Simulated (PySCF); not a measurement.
**Computed properties of PbBr, SMILES [Br][Pb+]**

PbBr, SMILES [Br][Pb+] (connectivity only; charge and spin as stated), charge +1, multiplicity 1. Geometry: B3LYP-D3(BJ)/def2-TZVP. The multiplicity is an assumed one; other spin states were not compared. The def2 effective core potentials stand for the cores of Pb; spin–orbit coupling is left out. The values are those of a single conformer. All values are computed for the isolated molecule unless a solvent is named; none is compared with measurement here.

**Structure.** The optimised structure has C∞v symmetry. All 1 harmonic modes at B3LYP-D3(BJ)/def2-TZVP (PySCF) are real, so it is a minimum.

**Vibrations.** The strongest infrared lines (harmonic, unscaled, degenerate partners summed) lie at 253 cm⁻¹ (22 km/mol, Br 72 %, Pb 28 %). The softest mode is at 253 cm⁻¹ and the zero-point energy is 0.4 kcal/mol.

**Electronic structure.** r2SCAN/def2-TZVPD (PySCF) places the frontier levels at -13.02 and -9.24 eV, a gap of 3.78 eV and a mean polarisability of 50.6 bohr³. PBE/def2-TZVPD (PySCF) at the same geometry gives -12.77 and -9.42 eV, so its gap is 0.43 eV narrower. An orbital gap is neither the optical nor the fundamental gap.

**Excitations.** TDA-B3LYP/def2-TZVPD (PySCF) has S1 at 3.50 eV (354 nm, f = 0.000, dark); the most intense of the 10 singlets computed lies at 8.68 eV (f = 0.23). Strengths of degenerate partners are summed. T1 (TDA) is at 3.18 eV, 0.32 eV under S1. TDA-PBE/def2-TZVPD (PySCF) puts S1 at 3.35 eV. No vertical singlet excitation falls in the visible range (under 3.1 eV).
